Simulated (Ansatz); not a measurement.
F2Ga2H6N2 (`[F][Ga@H-]1[NH2+][Ga@@H-]([F])[NH2+]1`). Total charge 0; spin multiplicity 1.

Z-matrix (Å, degrees):
```
Ga
N 1 1.999
Ga 1 2.903 2 43.4
N 1 1.999 2 86.6 3 6.2
F 1 1.773 2 104.2 3 110.0
H 1 1.555 2 117.3 3 -112.8
H 2 1.016 1 110.7 3 -113.6
H 2 1.012 1 117.2 3 122.8
F 3 1.773 1 114.0 2 85.5
H 3 1.555 1 124.8 2 -94.5
H 4 1.012 1 117.2 2 -129.0
H 4 1.016 1 110.7 2 107.3
```

List the harmonic frequencies (cm⁻¹, unscaled) at PBE0-D4/def2-TZVP in Ansatz. (Best estimate.)

Ansatz gave: 60, 121, 123, 183, 186, 230, 377, 477, 488, 535, 538, 557, 568, 593, 635, 651, 655, 693, 817, 852, 856, 870, 1569, 1581, 2020, 2026, 3525, 3525, 3617, 3617.

Is this a minimum?

Yes, all 30 modes are real.

Give the ideal-gas thermochemistry at 298.15 K and 1 bar (rigid rotor, harmonic oscillator; point group C2v, symmetry number 2).

Zero-point energy 194.6 kJ/mol; H(298) − E = 221.4 kJ/mol; entropy 393.6 J/(mol·K), of which translation 175.6, rotation 116.4, vibration 101.6; G(298) − E = 104.0 kJ/mol. Modes under 100 cm⁻¹ are hindered rotations or soft bends, so the harmonic entropy is rough.
